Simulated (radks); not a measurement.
Spherical quantum dot in the effective-mass picture: electrons in a hard-walled sphere of radius 4.54, all in effective atomic units (hartree* = m*/eps^2 hartree, bohr* = eps/m* bohr), one dielectric constant everywhere. Method: non-relativistic Kohn-Sham, PBE, spin-polarised, spherical densities; computed with a radial shooting solver with Libxc functionals. Levels are named by radial order and angular momentum (1s, 1p, 1d, 2s, ...), and open shells are averaged over m. Results are scaled to m* = 0.03 and eps = 11.2, for which hartree* = 6.508 meV and bohr* = 19.76 nm.

N = 18, configuration 1s2 1p6 1d10. This is the lowest configuration that the search found. Occupied and some empty levels:

level,occupation,eigenvalue (meV),<r> (nm)
1s,2,33.954,60.81
1p,6,34.763,62.92
1d,10,36.179,64.84
1f,0,38.124,66.48
2s,0,39.860,40.75
2p,0,42.469,47.27

Energy (meV): total 349.528, kinetic 89.783, external 0, Hartree 301.05, exchange-correlation -41.304.

Electron density:

r (nm),n(r) (e/nm^3)
2.59,2.875e-07
7.05,3.314e-07
11.5,4.293e-07
16.0,6.017e-07
20.4,8.812e-07
24.9,1.310e-06
29.4,1.936e-06
33.8,2.813e-06
38.3,3.973e-06
42.8,5.419e-06
47.2,7.093e-06
51.7,8.846e-06
56.1,0.00001042
60.6,0.00001143
65.1,0.00001150
69.5,0.00001031
74.0,7.864e-06
78.5,4.689e-06
82.9,1.838e-06
87.4,2.159e-07
